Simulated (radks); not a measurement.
The numbers below are computed, except where a source is named.
All-electron atom: Hg LX in [Ar] 3d3.

Code: a radial shooting solver on a logarithmic mesh with Libxc functionals. Model: scalar-relativistic Kohn-Sham, PBEsol, spin-polarised, spherical densities, finite nucleus; open shells are filled with parallel spins first (spin-orbit coupling, left out, can overturn this in heavy ions); Fermi nuclear charge, rms radius 5.4648 fm.

Energy parts (hartree):
total: -16113.1545
kinetic: 18446.6495
electron-nucleus: -36352.5695
Hartree: 2002.7498
exchange-correlation: -209.9843

Orbitals (lengths in bohr, moments of r in powers of bohr; <r^-3> diverges for s and p1/2; r(90%) holds 90 % of the orbital's charge):
1s up: occ. 1; eigenvalue (hartree) -3209.999; <r^4> 3.996e-07; <1/r> 97.50; r(90%) 0.0304
1s down: occ. 1; eigenvalue (hartree) -3209.986; <r^4> 3.996e-07; <1/r> 97.50; r(90%) 0.0304
2s up: occ. 1; eigenvalue (hartree) -693.8132; <r^4> 0.00005647; <1/r> 23.02; r(90%) 0.108
2s down: occ. 1; eigenvalue (hartree) -693.1577; <r^4> 0.00005634; <1/r> 23.04; r(90%) 0.108
2p up: occ. 3; eigenvalue (hartree) -620.1152; <r^-3> 27090; <r^4> 0.00004567; <1/r> 20.39; r(90%) 0.102
2p down: occ. 3; eigenvalue (hartree) -619.5825; <r^-3> 27140; <r^4> 0.00004551; <1/r> 20.41; r(90%) 0.102
3s up: occ. 1; eigenvalue (hartree) -264.0311; <r^4> 0.001664; <1/r> 9.033; r(90%) 0.250
3s down: occ. 1; eigenvalue (hartree) -263.2871; <r^4> 0.001673; <1/r> 9.014; r(90%) 0.250
3p up: occ. 3; eigenvalue (hartree) -242.4797; <r^-3> 7135; <r^4> 0.001727; <1/r> 8.275; r(90%) 0.253
3p down: occ. 3; eigenvalue (hartree) -241.7305; <r^-3> 7097; <r^4> 0.001738; <1/r> 8.256; r(90%) 0.254
3d up: occ. 3; eigenvalue (hartree) -223.2274; <r^-3> 902.2; <r^4> 0.001183; <1/r> 7.788; r(90%) 0.232
3d down: occ. 0; eigenvalue (hartree) -222.2706; <r^-3> 899.7; <r^4> 0.001194; <1/r> 7.776; r(90%) 0.232

The highest occupied level is 3d up at -6074.3 eV. For comparison, the ionisation energy in NIST's Atomic Spectra Database is 6192 eV (theoretical). In exact Kohn-Sham theory the highest level is minus the ionisation energy, but local and semilocal functionals leave it too shallow, through self-interaction and a potential that decays too fast; potentials with the right tail come closer.
